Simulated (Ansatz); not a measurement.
The cluster Mo3P3. Total charge 0; doublet. Geometry PBE0-D4/def2-SVP, basis def2-TZVP, Ansatz.

```xyz
6

Mo    0.461    1.450   -0.166
Mo    1.351   -0.455   -0.558
Mo   -1.160   -0.484   -0.270
P    -0.081    0.430   -2.283
P    -0.745    0.514    1.842
P     0.173   -1.455    1.435
```

| run | HOMO (eV) | LUMO (eV) |
| --- | --- | --- |
| A | -4.11 | -3.60 |
| B | -7.44 | -0.80 |
| C | -5.19 | -2.72 |
| D | -4.34 | -3.53 |

In the def2 sets Mo takes a core potential; there is no spin–orbit coupling. LC-ωPBE has ω = 0.4 bohr⁻¹. The structure comes from a short search, and lower isomers may exist.

HOMO and LUMO are taken over both spins.

Problem. The runs used LC-ωPBE, PBE, PBE0, r2SCAN. Estimate which is which.

Solution. A PBE (0 % exact exchange); B LC-ωPBE (range-separated); C PBE0 (25 % exact exchange); D r2SCAN (0 % exact exchange). Exact exchange lowers occupied and raises empty levels; among semilocal functionals meta-GGAs tend to open the gap a little, and such runs are hard to tell apart. The gap grows from 0.51 eV (PBE) to 6.64 eV (LC-ωPBE). At LC-ωPBE/def2-TZVP the charge 0 doublet is spin-contaminated (final ⟨S²⟩ up to 0.89, 0.75 for a pure state).
